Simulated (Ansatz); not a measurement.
`C[O][Mg][NH2]` and `C[O][Mg][O]C` differ in one atom or group.

Ansatz, PBE0-D4/def2-TZVP geometries, multiplicity 1. Each molecule was computed in one conformer, which needn't be the lowest.

```json
{"property": "LUMO energy (PBE/def2-TZVPP) / eV", "`C[O][Mg][NH2]`": "-1.63"}
{"property": "LUMO energy (B3LYP/def2-TZVPP) / eV", "`C[O][Mg][NH2]`": "-1.20"}
{"property": "HOMO–LUMO gap (ωB97M-V/def2-TZVPP) / eV", "`C[O][Mg][NH2]`": "9.07"}
{"property": "LUMO energy (PBE0/def2-TZVPP) / eV", "`C[O][Mg][NH2]`": "-0.90"}
{"property": "HOMO energy (PBE0/def2-TZVPP) / eV", "`C[O][Mg][NH2]`": "-6.33"}
{"property": "size of the dipole moment (PBE/def2-TZVPP) / D", "`C[O][Mg][NH2]`": "0.71"}
```

Give the same properties after the change, and the shifts. (An estimate is asked.)

The calculation gave: 
```csv
property,`C[O][Mg][O]C`,shift
LUMO energy (PBE/def2-TZVPP) / eV,-1.82,-0.19
LUMO energy (B3LYP/def2-TZVPP) / eV,-1.36,-0.16
HOMO–LUMO gap (ωB97M-V/def2-TZVPP) / eV,9.71,0.64
LUMO energy (PBE0/def2-TZVPP) / eV,-1.05,-0.15
HOMO energy (PBE0/def2-TZVPP) / eV,-7.08,-0.75
size of the dipole moment (PBE/def2-TZVPP) / D,0.00,-0.71
```

With PBE0 the HOMO falls by 0.75 eV and the LUMO falls by 0.15 eV, so the gap widens by about 0.60 eV. PBE moves the HOMO by -0.62 eV and ωB97M-V by -0.78 eV.

B3LYP here is the variant with VWN-RPA as its local correlation; programs differ in this.
